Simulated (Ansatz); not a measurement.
Ansatz (a first-principles code) input file for bromo-dichloro-fluoromethane (CBrCl2F), SMILES FC(Cl)(Cl)Br, CAM-B3LYP/def2-SVPD. Coordinates come from a PBE0-D3(BJ)/def2-SVP optimisation.

Ansatz 0.2 input:
```yaml
crystal:
  periodic: [false, false, false]
  atoms:
    - {symbol: F, position_ang: [-0.61161783, -1.60973390, 0.00000000]}
    - {symbol: C, position_ang: [-0.46853994, -0.29189426, 0.00000000]}
    - {symbol: Cl, position_ang: [-1.23015692, 0.36390221, 1.44874097]}
    - {symbol: Cl, position_ang: [-1.23015692, 0.36390221, -1.44874097]}
    - {symbol: Br, position_ang: [1.43260386, 0.11046558, -0.00000000]}
basis:
  gaussian:
    orbitals: def2-SVPD
hamiltonian:
  xc: {name: CAM-B3LYP}
```

Program output:

```
WARN ansatz: RAYON_NUM_THREADS=1 ignored (pool sized by the plan → 1); use --threads N
Functional definition: CAM-B3LYP
integrals: 0.12 GiB planned
1306 factors; integrals over basis functions are off by at most 1.4e-3 eV
integrals: 0.23 GiB planned
404 factors; integrals over basis functions are off by at most 2.3e-5 eV
mean field: 1.05 GiB planned
mean field evaluation 1: about -98826.8245 eV, gradient 3.4e1 eV
mean field evaluation 2: about -98824.4441 eV, gradient 5.2e1 eV
mean field evaluation 4: about -98829.0938 eV, gradient 1.3e0 eV
mean field evaluation 8: about -98829.1892 eV, gradient 1.1e-1 eV
mean field evaluation 16: about -98829.1892 eV, gradient 1.5e-5 eV
mean field -98829.18918075 eV, -3631.9057135622 hartree, gradient 1.5e-5 eV, S^2 0.000000; 0 other end points of the search recorded, 0 dependent functions left out
reference -98829.18930312 eV, -3631.9057180590 hartree; 42, 42 occupied and 96, 96 virtual orbitals, 1306 factors
Total energy: -98829.18930312 eV, -3631.9057180590 hartree
```

The calculation finished and met its thresholds.
